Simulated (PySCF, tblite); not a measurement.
Isomers of C4H9FS2Si2, one GFN2-xTB conformer each. Single-point energies are computed at PBE0/pcSseg-1 (PySCF, gas phase, no added dispersion term), electronic only.

```tsv
SMILES	GFN2-xTB relative energy (kJ/mol)
F[Si@@H]1CC(=S)[C@@H](S[SiH3])C1	0.0
F/C=C(/[SiH3])[SiH]1SCCS1	147.8
C/C(=C/F)[Si@H]1SC[SiH2]S1	70.5
```

Conformers: `[F:1][Si@@H:2]1[CH2:3][C:4](=[S:5])[C@@H:6]([S:7][SiH3:8])[CH2:9]1` with C4–C6–S7–Si8 -76°, F1–Si2–C3–C4 -112°, Si2–C3–C4–S5 157°, C3–C4–C6–S7 -76°, C4–C6–C9–Si2 -35°; `[F:1]/[CH:2]=[C:3](/[SiH3:4])[SiH:5]1[S:6][CH2:7][CH2:8][S:9]1` with C2–C3–Si5–S6 -52°, C3–Si5–S6–C7 105°, Si5–S6–C7–C8 44°, S6–C7–C8–S9 -61°, C7–C8–S9–Si5 41°; `[CH3:1]/[C:2](=[CH:3]/[F:4])[Si@H:5]1[S:6][CH2:7][SiH2:8][S:9]1` with C1–C2–Si5–S6 -76°, C2–Si5–S6–C7 126°, Si5–S6–C7–Si8 19°, S6–C7–Si8–S9 -39°, C7–Si8–S9–Si5 38°.

Task: What does PBE0/pcSseg-1 give for the same structures?

Result: 
```
                          SMILES  PBE0/pcSseg-1 E (Eh)  PBE0/pcSseg-1 (kJ/mol)  GFN2-xTB (kJ/mol)  point group
      C/C(=C/F)[Si@H]1SC[SiH2]S1           -1632.23783                     0.0               70.5           C1
F[Si@@H]1CC(=S)[C@@H](S[SiH3])C1           -1632.23342                    11.6                0.0           C1
       F/C=C(/[SiH3])[SiH]1SCCS1           -1632.20191                    94.3              147.8           C1
```

GFN2-xTB puts F[Si@@H]1CC(=S)[C@@H](S[SiH3])C1 lowest instead; measured from each level's own lowest isomer, the values differ by up to 70.5 kJ/mol (C/C(=C/F)[Si@H]1SC[SiH2]S1: 70.5 against 0.0). 

Task: Which frontier levels, dipoles and rotational constants go with these structures?

Result: 
```
                          SMILES  HOMO (eV, PBE0/pcSseg-1)  LUMO (eV)  dipole (D)       A, B, C (MHz)
      C/C(=C/F)[Si@H]1SC[SiH2]S1                     -6.99      -0.68        1.79  1436, 555.8, 491.0
F[Si@@H]1CC(=S)[C@@H](S[SiH3])C1                     -6.51      -2.32        1.81  1385, 579.8, 456.7
       F/C=C(/[SiH3])[SiH]1SCCS1                     -6.93      -1.12        0.94  1342, 569.3, 547.9
```

Task: What happens when harmonic zero-point energies from GFN2-xTB frequencies are added?

Result: 
```json
{"SMILES": "C/C(=C/F)[Si@H]1SC[SiH2]S1", "ZPE (kJ/mol)": "309.8", "electronic (kJ/mol)": "0.0", "with ZPE (kJ/mol)": "0.0"}
{"SMILES": "F[Si@@H]1CC(=S)[C@@H](S[SiH3])C1", "ZPE (kJ/mol)": "303.8", "electronic (kJ/mol)": "11.6", "with ZPE (kJ/mol)": "5.6"}
{"SMILES": "F/C=C(/[SiH3])[SiH]1SCCS1", "ZPE (kJ/mol)": "303.4", "electronic (kJ/mol)": "94.3", "with ZPE (kJ/mol)": "87.8"}
```

The zero-point energies span 6.4 kJ/mol. The order is unchanged.

Task: As an exercise, what shares would exp(−E/RT) give at 1000 K from these electronic energies alone (no entropy, no degeneracies)?

Result: RT = 8.314 kJ/mol: C/C(=C/F)[Si@H]1SC[SiH2]S1 80.1 %, F[Si@@H]1CC(=S)[C@@H](S[SiH3])C1 19.9 %, F/C=C(/[SiH3])[SiH]1SCCS1 under 0.1 %.
